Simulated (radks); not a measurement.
Values are calculated unless marked as measured or tabulated.
Charge is removed step by step from the 6s down level of La, starting from [Xe] 5d1 6s(up 1, down 1). Level of theory: scalar-relativistic Kohn-Sham, PBE, spin-polarised, spherical densities, point nucleus; open shells are filled with parallel spins first (spin-orbit coupling, left out, can overturn this in heavy ions) (a radial shooting solver on a logarithmic mesh with Libxc functionals).

| removed (e) | E - E(0) (eV) | eigenvalue (eV) |
|---|---|---|
| 0 | 0.000 | -3.505 |
| 0.25 | 1.003 | -4.522 |
| 0.5 | 2.263 | -5.566 |
| 0.75 | 3.789 | -6.650 |

The mean slope of the eigenvalue, de/dn, is 4.19 eV per electron.
